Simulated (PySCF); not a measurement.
PySCF input file for CH3OS, SMILES [S](=O)C, multiplicity 2, PBE0/pcH-1. Geometry optimised at ωB97X-D3(BJ)/def2-TZVP. The isomer is the one that the SMILES or the coordinates give; other isomers of the formula were not compared.

```python
import numpy as np
from pyscf import gto, scf, dft
from pyscf.prop.hfc import uks as hfc
from pyscf.prop.gtensor import uks as gtensor

mol = gto.M(
    atom='''
    C     0.29858981    1.38476088   -0.00000000
    S    -0.49835211   -0.22330401    0.00000000
    O     0.60359829   -1.23071667    0.00000000
    H     0.91763841    1.48053874    0.89338051
    H    -0.48196825    2.14895483    0.00000001
    H     0.91763841    1.48053875   -0.89338051
    ''',
    basis='pcH-1',
    charge=0,
    spin=1,
    max_memory=1600,
    verbose=3,
)
mf = dft.UKS(mol, xc='pbe0')
mf.grids.level = 3
mf.conv_tol = 1e-10
mf.max_cycle = 100
mf.kernel()
fine, coarse = mf.grids, dft.Grids(mol).set(level=1).build(with_non0tab=True)
for _ in range(3):  # follow internal instabilities
    mf.grids = coarse
    mo, _, stable, _ = mf.stability(return_status=True, nroots=4)
    mf.grids = fine
    if stable:
        break
    mf.kernel(mf.make_rdm1(mo, mf.mo_occ))
A = hfc.HFC(mf).make_fcdip(mf.make_rdm1())  # Fermi contact and dipolar terms, MHz
print('atom   A(iso)/MHz   principal dipolar parts/MHz')
for i, a in enumerate(A):
    w = np.linalg.eigvalsh((a + a.T) / 2)
    print(f'{mol.atom_symbol(i):2s}{i + 1:3d} {w.mean():12.2f}', (w - w.mean()).round(2))
gt = gtensor.GTensor(mf)
gt.dia_soc2e, gt.para_soc2e, gt.so_eff_charge = None, None, True
gt.max_cycle_cphf = 60
g = gt.kernel()
```

It prints:

```

WARN: HOMO -0.220259277255607 >= LUMO -0.220259277255579

converged SCF energy = -512.997678479466  <S^2> = 0.75450339  2S+1 = 2.0044983
<class 'pyscf.dft.uks.UKS'> wavefunction is stable in the internal stability analysis
atom   A(iso)/MHz   principal dipolar parts/MHz
C   1       -16.65 [-0.81  0.15  0.66]
S   2        12.67 [-54.35 -48.85 103.19]
O   3       -33.18 [-159.88   78.95   80.93]
H   4        44.16 [-3.16 -2.58  5.74]
H   5        -1.48 [-3.43 -2.37  5.8 ]
H   6        44.16 [-3.16 -2.58  5.74]
SOC(1e)/OZ [ 9.48366833e-03  2.01752535e-02 -1.31922396e-05]
free electron g 2.00231930436182
g-tensor total [2.01161683 2.02239536 2.00207397]
g-shift (ppt) [ 9.29752336 20.07605799 -0.24533783]
```

Self-consistency was reached.
